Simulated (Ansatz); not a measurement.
Start from `CCSS[SiH3]` and change one atom or group to get `CCSC=S`.

Ansatz, PBE0-D4/def2-TZVP geometries, multiplicity 1. Each molecule was computed in one conformer, which needn't be the lowest.

```
                               property  `CCSS[SiH3]`
     LUMO energy (PBE0/def2-TZVPP) / eV         -0.79
  HOMO–LUMO gap (B3LYP/def2-TZVPP) / eV          5.54
HOMO–LUMO gap (ωB97M-V/def2-TZVPP) / eV         10.17
    LUMO energy (B3LYP/def2-TZVPP) / eV         -1.01
  LUMO energy (ωB97M-V/def2-TZVPP) / eV          1.25
    HOMO energy (B3LYP/def2-TZVPP) / eV         -6.54
```

Give the same properties after the change, and the shifts. (Estimate.)

Computed: 
```csv
property,`CCSC=S`,shift
LUMO energy (PBE0/def2-TZVPP) / eV,-2.02,-1.23
HOMO–LUMO gap (B3LYP/def2-TZVPP) / eV,3.98,-1.56
HOMO–LUMO gap (ωB97M-V/def2-TZVPP) / eV,8.66,-1.51
LUMO energy (B3LYP/def2-TZVPP) / eV,-2.19,-1.18
LUMO energy (ωB97M-V/def2-TZVPP) / eV,0.05,-1.20
HOMO energy (B3LYP/def2-TZVPP) / eV,-6.17,0.37
```

With PBE0 the HOMO rises by 0.35 eV and the LUMO falls by 1.23 eV, so the gap narrows by about 1.58 eV. PBE moves the HOMO by 0.40 eV and ωB97M-V by 0.29 eV.

B3LYP here is the variant with VWN-RPA as its local correlation; programs differ in this.
